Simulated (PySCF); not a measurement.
## Electric field gradients and quadrupole coupling constants

Compound: C₅H₄F₂O.
SMILES with atom numbers: `[O:1]=[C:2]=[C:3](/[CH:4]=[CH:5]/[F:6])[CH2:7][F:8]` (hydrogens: H9 on C4; H10 on C5; H11, H12 on C7)

Structure used (GFN2-xTB), in Å, numbered top down from 1:
```
atom  x, y, z in Å
O1    -2.4294    1.8352    0.8306
C2    -1.5552    1.1362    0.5322
C3    -0.5767    0.3193    0.2349
C4     0.7944    0.7976    0.1544
C5     1.8093    0.0725   -0.2995
F6     3.0507    0.5839   -0.3239
C7    -0.9103   -1.1146   -0.0941
F8    -0.7562   -1.3608   -1.4382
H9     0.9774    1.8107    0.4807
H10    1.7779   -0.9349   -0.6824
H11   -0.2308   -1.7959    0.4281
H12   -1.9499   -1.3500    0.1513
```

Field gradients from the PBE0/pcSseg-1 density (PySCF, non-relativistic), principal values in atomic units, ordered |Vxx| ≤ |Vyy| ≤ |Vzz|:

```
atom     Vxx     Vyy      Vzz
  O1  0.2833  0.8201  -1.1034
```

Question: Find the asymmetry η = (Vxx − Vyy)/Vzz and the couplings χ = eQV/h (234.96 MHz × Q in barn × V in au), with Q(17O) = −0.0256 b.

Answer: 
| atom | environment | nucleus | η | χzz (MHz) | χxx (MHz) | χyy (MHz) |
| --- | --- | --- | --- | --- | --- | --- |
| O1 | oxygen bonded to C | 17O | 0.49 | 6.64 | -1.70 | -4.93 |

Question: What is Vzz at O1 in SI units (1 au = 9.71736 × 10²¹ V/m²)?

Answer: -1.1034 au = -10.722 × 10²¹ V/m².

Question: What couplings would deuterons (Q(2H) = 0.00286 b) have in place of the hydrogens, at this geometry?

Answer: 
```tsv
atom	bonded to	bond length (Å)	Vzz (au)	η	χzz (kHz)
H9	C4	1.080	0.3251	0.10	218
H10	C5	1.078	0.3214	0.13	216
H11	C7	1.095	0.2853	0.05	192
H12	C7	1.094	0.2873	0.05	193
```

One conformer (not necessarily the lowest) at the GFN2-xTB geometry, without solvent, vibrations or thermal averaging. GFN2-xTB bond lengths can be off by several hundredths of an ångström, more for odd bonds, and the gradients follow them. With a basis this small, the couplings can be 20 % off.

The run behind these numbers computed NMR shieldings as well. Time: 18 s wall; peak memory 0.75 GiB. Hardware: one thread of an Arm Neoverse V1, shared host with 32 logical CPUs at a one-minute load of 17.
